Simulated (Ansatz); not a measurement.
Ansatz (an electronic-structure program) input (PBE/def2-TZVPD):

Ansatz 0.2 input:
```yaml
crystal:
  periodic: [false, false, false]
  atoms:
    - {symbol: F, position_ang: [1.05143407, -0.09994589, -0.03716250]}
    - {symbol: H, position_ang: [0.24329851, 0.37524470, 0.02036040]}
    - {symbol: S, position_ang: [-1.59778133, 1.65450835, 0.03265771]}
    - {symbol: H, position_ang: [-1.57790923, 1.84248008, -1.29761055]}
    - {symbol: H, position_ang: [-0.91205160, 2.78590905, 0.26728030]}
basis:
  gaussian:
    orbitals: def2-TZVPD
hamiltonian:
  xc: {name: PBE}
magnetization: {spin_polarized: false}
```

Output:

```
Functional definition: PBE
integrals: 0.03 GiB planned
643 factors; their error is unknown
mean field: 0.26 GiB planned
mean field evaluation 1: about -13593.4721 eV, gradient 3.8e1 eV
mean field evaluation 2: about -13586.7367 eV, gradient 8.0e1 eV
mean field evaluation 4: about -13595.7304 eV, gradient 2.0e0 eV
mean field evaluation 8: about -13595.7370 eV, gradient 2.4e-2 eV
mean field evaluation 16: about -13595.7277 eV, gradient 2.1e-5 eV
mean field -13595.72768494 eV, -499.6337769065 hartree, gradient 2.1e-5 eV, S^2 0.000000; 0 other end points of the search recorded, 0 dependent functions left out
reference -13595.72774380 eV, -499.6337790693 hartree; 14, 14 occupied and 99, 99 virtual orbitals, 643 factors
Total energy: -13595.72774380 eV, -499.6337790693 hartree
```
